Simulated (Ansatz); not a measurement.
System: dimethylaminoboronic acid, C2H8BNO2, net charge 0, singlet state. 
Structure (B3LYP-D3(BJ)/def2-TZVP (Ansatz, a program for electronic structure) minimum search):
```xyz
14

C     -1.4245     0.1986    -1.2036
N     -0.6272    -0.1305    -0.0405
C     -1.3650    -0.7789     1.0234
B      0.7496     0.1559     0.0484
O      1.4260    -0.1994     1.2062
O      1.3663     0.7803    -1.0258
H     -2.2448     0.8768    -0.9388
H     -0.8080     0.6804    -1.9576
H     -1.8709    -0.7022    -1.6419
H     -0.7060    -0.9953     1.8598
H     -2.1829    -0.1411     1.3800
H     -1.8090    -1.7201     0.6769
H      2.3600     0.0170     1.2169
H      2.3030     0.9531    -0.9156
```
Charge 0, spin multiplicity 1.

Quantity: atomisation energy (electronic, to ground-state atoms), in kJ/mol. Valence correlation only, unless marked. UHF or UKS for open shells. Spin-orbit coupling is left out. No relativistic terms. The coupled-cluster limit lacks core correlation, which all-electron functionals hold. CBS marks a two-point X^-3 extrapolation of the correlation energy; Hartree-Fock from the larger set. The bracket is a focal-point correction in the basis named.

```csv
level,program,atomisation energy (kJ/mol)
r2SCAN/def2-TZVPD,Ansatz,5697.8
B2PLYP-D3(BJ)/def2-TZVPD,Ansatz + dftd3,5655.7
MP2/6-31G,Ansatz,4822.6
RI-MP2/aug-cc-pVTZ,Ansatz,5696.3
CCSD/STO-3G,Ansatz,5383.2
"RI-MP2/CBS(aug-cc-pVTZ,aug-cc-pVQZ)+[CCSD(T)-MP2]/aug-cc-pVDZ",Ansatz,5696.3
"CCSD(T)/CBS(cc-pVTZ,cc-pVQZ)",Ansatz,5698.7
```
